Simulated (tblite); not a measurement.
Parent: `[CH2:1]=[CH:2][C:3](=[CH2:4])[C:5](=[CH2:6])[CH2:7][CH2:8][F:9]` with C1–C2–C3–C4 175°, C2–C3–C5–C6 -65°, C3–C5–C7–C8 -69°, C5–C7–C8–F9 177°, C8H11F.

The geometries are computed with GFN2-xTB (gas phase). One conformer each, not checked by frequencies here.

```csv
coordinate of the parent,value
C1=C2,1.328 Å
C2–C3,1.458 Å
C3=C4,1.334 Å
C3–C5,1.484 Å
C5=C6,1.325 Å
C5–C7,1.504 Å
C7–C8,1.526 Å
C8–F9,1.374 Å
C1–C2–C3,125.6°
C2–C3–C4,120.6°
C2–C3–C5,118.9°
C4–C3–C5,120.5°
C3–C5–C6,121.9°
C3–C5–C7,115.7°
C6–C5–C7,122.4°
C5–C7–C8,110.0°
C7–C8–F9,110.3°
```

How does the shared frame change in `[CH2:1]=[CH:2][C:3](=[CH2:4])[C:5](=[CH2:6])[CH2:7][CH:8]([F:9])[F:10]` with C1–C2–C3–C4 -173°, C2–C3–C5–C6 66°, C3–C5–C7–C8 69°, C5–C7–C8–F9 69°, C8H10F2? Atoms pair as C1 = C1, C2 = C2, C3 = C3, C4 = C4, C5 = C5, C6 = C6, C7 = C7, C8 = C8, F9 = F10 (parent first).

```csv
parent,relative,value in the relative,change
C1=C2,C1=C2,1.328 Å,0.000
C2–C3,C2–C3,1.458 Å,0.000
C3=C4,C3=C4,1.334 Å,0.000
C3–C5,C3–C5,1.485 Å,+0.001
C5=C6,C5=C6,1.324 Å,-0.001
C5–C7,C5–C7,1.506 Å,+0.002
C7–C8,C7–C8,1.522 Å,-0.004
C8–F9,C8–F10,1.357 Å,-0.017
C1–C2–C3,C1–C2–C3,125.4°,-0.2
C2–C3–C4,C2–C3–C4,120.9°,+0.3
C2–C3–C5,C2–C3–C5,118.7°,-0.2
C4–C3–C5,C4–C3–C5,120.4°,-0.1
C3–C5–C6,C3–C5–C6,122.1°,+0.2
C3–C5–C7,C3–C5–C7,115.7°,0.0
C6–C5–C7,C6–C5–C7,122.2°,-0.2
C5–C7–C8,C5–C7–C8,110.1°,+0.1
C7–C8–F9,C7–C8–F10,110.8°,+0.5
```

Of the parent's bonds, C8–F9 changes most (-0.017 Å). Bonds of the relative outside the shared frame: C8–F9 1.356 Å. Point group C1 → C1.

How does the shared frame change in `[CH2:1]=[C:2]([CH2:3][CH3:4])[C:5](=[CH2:6])[CH2:7][CH2:8][F:9]` with C1–C2–C3–C4 -114°, C1–C2–C5–C6 -139°, C2–C5–C7–C8 63°, C5–C7–C8–F9 -178°, C8H13F? Atoms pair as C1 = C4, C2 = C3, C3 = C2, C4 = C1, C5 = C5, C6 = C6, C7 = C7, C8 = C8, F9 = F9 (parent first).

```tsv
parent	relative	value in the relative	change
C1=C2	C4–C3	1.528 Å	+0.200
C2–C3	C3–C2	1.506 Å	+0.048
C3=C4	C2=C1	1.329 Å	-0.005
C3–C5	C2–C5	1.478 Å	-0.006
C5=C6	C5=C6	1.328 Å	+0.003
C5–C7	C5–C7	1.506 Å	+0.002
C7–C8	C7–C8	1.525 Å	-0.001
C8–F9	C8–F9	1.375 Å	+0.001
C1–C2–C3	C4–C3–C2	111.2°	-14.4
C2–C3–C4	C3–C2–C1	120.9°	+0.3
C2–C3–C5	C3–C2–C5	117.0°	-1.9
C4–C3–C5	C1–C2–C5	122.1°	+1.6
C3–C5–C6	C2–C5–C6	122.4°	+0.5
C3–C5–C7	C2–C5–C7	117.1°	+1.4
C6–C5–C7	C6–C5–C7	120.5°	-1.9
C5–C7–C8	C5–C7–C8	110.8°	+0.8
C7–C8–F9	C7–C8–F9	110.2°	-0.1
```

Of the parent's bonds, C1–C2 changes most (+0.200 Å). Point group C1 → C1.

How does the shared frame change in `[CH2:1]=[CH:2][C:3](=[CH2:4])[C:5](=[CH2:6])[CH2:7][CH2:8][Cl:9]` with C1–C2–C3–C4 175°, C2–C3–C5–C6 -65°, C3–C5–C7–C8 -70°, C5–C7–C8–Cl9 178°, C8H11Cl? Atoms pair as C1 = C1, C2 = C2, C3 = C3, C4 = C4, C5 = C5, C6 = C6, C7 = C7, C8 = C8 (parent first).

```tsv
parent	relative	value in the relative	change
C1=C2	C1=C2	1.328 Å	0.000
C2–C3	C2–C3	1.458 Å	0.000
C3=C4	C3=C4	1.334 Å	0.000
C3–C5	C3–C5	1.484 Å	0.000
C5=C6	C5=C6	1.325 Å	0.000
C5–C7	C5–C7	1.506 Å	+0.002
C7–C8	C7–C8	1.524 Å	-0.002
C1–C2–C3	C1–C2–C3	125.6°	0.0
C2–C3–C4	C2–C3–C4	120.6°	0.0
C2–C3–C5	C2–C3–C5	118.9°	0.0
C4–C3–C5	C4–C3–C5	120.5°	0.0
C3–C5–C6	C3–C5–C6	121.9°	0.0
C3–C5–C7	C3–C5–C7	115.7°	0.0
C6–C5–C7	C6–C5–C7	122.4°	0.0
C5–C7–C8	C5–C7–C8	109.4°	-0.6
```

No shared bond changes by more than 0.004 Å. Bonds of the relative outside the shared frame: C8–Cl9 1.785 Å. Point group C1 → C1.

How does the shared frame change in `[CH2:1]=[CH:2][C:3](=[CH2:4])[C:5](=[CH2:6])[SiH2:7][CH2:8][F:9]` with C1–C2–C3–C4 -178°, C2–C3–C5–C6 -88°, C3–C5–Si7–C8 -43°, C5–Si7–C8–F9 178°, C7H11FSi? Atoms pair as C1 = C1, C2 = C2, C3 = C3, C4 = C4, C5 = C5, C6 = C6 (parent first).

```tsv
parent	relative	value in the relative	change
C1=C2	C1=C2	1.328 Å	0.000
C2–C3	C2–C3	1.456 Å	-0.002
C3=C4	C3=C4	1.333 Å	-0.001
C3–C5	C3–C5	1.482 Å	-0.002
C5=C6	C5=C6	1.327 Å	+0.002
C1–C2–C3	C1–C2–C3	124.9°	-0.7
C2–C3–C4	C2–C3–C4	121.3°	+0.7
C2–C3–C5	C2–C3–C5	117.9°	-1.0
C4–C3–C5	C4–C3–C5	120.8°	+0.3
C3–C5–C6	C3–C5–C6	120.7°	-1.2
```

No shared bond changes by more than 0.004 Å. Bonds of the relative outside the shared frame: C5–Si7 1.892, Si7–C8 1.919, C8–F9 1.382 Å. Point group C1 → C1.
